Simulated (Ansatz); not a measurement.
## Abstraction of H: SiH(CH3)F2 + CH6FSi2 → Si(CH3)F2 + CH7FSi2

Species: SiH(CH3)F2, singlet; CH6FSi2 `F[SiH2]C[SiH2]`, doublet; Si(CH3)F2, doublet; CH7FSi2 `F[SiH2]C[SiH3]`, singlet. A radical takes H: the energy is the difference in strength between two Si–H bonds in different surroundings.

Shapes, held fixed at every level: PBE0-D4/def2-TZVP. Flexible molecules stand in one conformer, not always the lowest. Programs: Ansatz 0.2.0. Electronic energies: no zero-point or thermal term.

```csv
level,kind,ΔE (kJ/mol),less CCSD(T)/CBS estimate
MP2/def2-TZVPP,perturbation theory,+20.1,+0.4
PBE-D4/def2-TZVPP,GGA,+12.8,-6.9
r2SCAN-D4/def2-TZVPP,meta-GGA,+16.9,-2.8
B3LYP-D4/def2-TZVPP,global hybrid,+16.2,-3.5
wB97M-V/def2-TZVPP,range-separated hybrid,+18.2,-1.5
wB97X-V/def2-TZVPP,range-separated hybrid,+15.9,-3.8
CCSD/def2-TZVPP,coupled cluster or CI,+22.6,+2.9
CCSD(T)/CBS estimate,coupled cluster or CI,+19.7,0.0
```

The highest level, CCSD(T)/CBS estimate, gives ΔE = +19.7 kJ/mol; the levels span +12.8 to +22.6. The column of differences is taken from that level and isn't an error. No measured value is set beside it here. Open shells run unrestricted. The CBS estimate extrapolates MP2 from def2-TZVPP and def2-QZVPP and adds CCSD(T) − MP2 in the triple-zeta set, cores frozen.
